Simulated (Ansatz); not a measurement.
One change: `N[SiH2]CO` becomes `N[SiH2]C(O)F`.

Ansatz, PBE0-D4/def2-TZVP geometries, multiplicity 1. Each molecule was computed in one conformer, which needn't be the lowest.

```
                                      property  `N[SiH2]CO`
            LUMO energy (PBE0/def2-TZVPP) / eV         0.25
           HOMO–LUMO gap (PBE/def2-TZVPP) / eV         5.20
         HOMO–LUMO gap (B3LYP/def2-TZVPP) / eV         7.04
            HOMO energy (PBE0/def2-TZVPP) / eV        -7.31
           LUMO energy (B3LYP/def2-TZVPP) / eV        -0.05
size of the dipole moment (PBE/def2-TZVPP) / D         2.50
```

Problem. Give the same properties after the change, and the shifts. (Best estimate.)

Solution. Computed: 
```
                                      property  `N[SiH2]C(O)F`  shift
            LUMO energy (PBE0/def2-TZVPP) / eV            0.02  -0.23
           HOMO–LUMO gap (PBE/def2-TZVPP) / eV            5.53   0.33
         HOMO–LUMO gap (B3LYP/def2-TZVPP) / eV            7.33   0.29
            HOMO energy (PBE0/def2-TZVPP) / eV           -7.79  -0.48
           LUMO energy (B3LYP/def2-TZVPP) / eV           -0.27  -0.22
size of the dipole moment (PBE/def2-TZVPP) / D            3.00   0.50
```

With PBE0 the HOMO falls by 0.48 eV and the LUMO falls by 0.23 eV, so the gap widens by about 0.25 eV. PBE moves the HOMO by -0.55 eV and ωB97M-V by -0.44 eV. Dipoles are sizes alone; their direction can turn.

B3LYP here is the variant with VWN-RPA as its local correlation; programs differ in this.
